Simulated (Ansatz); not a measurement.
Program: Ansatz. Geometries: PBE0-D4/def2-TZVP. ΔE: electronic, gas phase. CBS: MP2 limit from def2 TZ/QZ plus the TZ coupled-cluster correction, frozen cores. DFT in def2-TZVPP. For Ge outer-core shells are correlated without core-valence functions, which leaves a few kJ/mol of doubt a bond. Scalar relativity is left out up to krypton. One conformer a species, not always the lowest.

`B[CH]([GeH3])C=N` + `O[SiH2]F` → `F[SiH2][O][GeH3]` + `BCC=N`  (ligand exchange at a Ge–C bond)

| level | ΔE (kJ/mol) |
| --- | --- |
| ωB97M-V | -26.9 |
| MP2/def2-TZVPP | -18.9 |
| CCSD(T)/def2-TZVPP | -24.5 |
| SCS-MP2/def2-QZVPP | -31.0 |

Q: What does CCSD(T)/CBS give? (An estimate is asked.)

A: The calculation gave: -21.9 kJ/mol. The listed levels differ from it by -5.0, 3.0, -2.6, -9.1 kJ/mol.

Largest T1 diagnostic among the species: 0.013.

In def2-TZVPP, CCSD(T) changes the Hartree–Fock value by +43.9 kJ/mol (the triples alone add +6.4 kJ/mol) and MP2 by +49.5 kJ/mol. The D4 term adds +5.7 kJ/mol with B3LYP and +3.0 kJ/mol with PBE0; it sums over pairs of atoms, weighted by their polarisabilities, and B3LYP, whose exchange is more repulsive, gets the larger term.

B3LYP here is the variant with VWN-RPA as its local correlation; programs differ in this.
